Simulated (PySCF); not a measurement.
A GIAO shielding run with PySCF 2.14 (density fitting, non-relativistic, gas phase) on SMILES [SiH3]O[Si]1(Cl)O[SiH2][SiH2]O1, ClH$_{7}$O$_{3}$Si$_{4}$:

```
$ OMP_NUM_THREADS=1 python probes_run.py task.json out

{"job": {"kind": "nmr", "xc": "PBE0", "basis": "pcSseg-1"}, "charge": 0, "multiplicity": 1}
Si    -2.901989    -0.218522    -0.928673
O     -1.440184    -0.681134    -0.377631
Si    -0.303098    -0.503258     0.730930
Cl    -0.915119    -1.132650     2.502101
O      1.004794    -1.323408     0.253603
Si     2.490023    -0.630119     0.031896
Si     1.752310     1.511757     0.549173
O      0.192736     1.035274     0.835006
H     -3.880163    -0.533664     0.110547
H     -3.031510    -1.037061    -2.129182
H     -2.855285     1.216569    -1.201060
H      3.329467    -1.355721     0.989086
H      2.812774    -0.981017    -1.352596
H      2.143938     2.128177     1.819318
H      1.596894     2.512765    -0.509120
```

Hardware: 1 thread of an Arm Neoverse N1, shared host. The job also computes population analyses, field gradients, ring-centre shieldings.

(1) How large is the calculation?

(2) How long does it take, and how much memory does it need?

Results:

(1) 104 electrons, 206 basis functions and 1194 auxiliary functions.

(2) 70 s of wall time, with 13 SCF cycles and 4 response iterations; peak memory 0.95 GiB. Times on a shared host scatter by some tens of per cent.
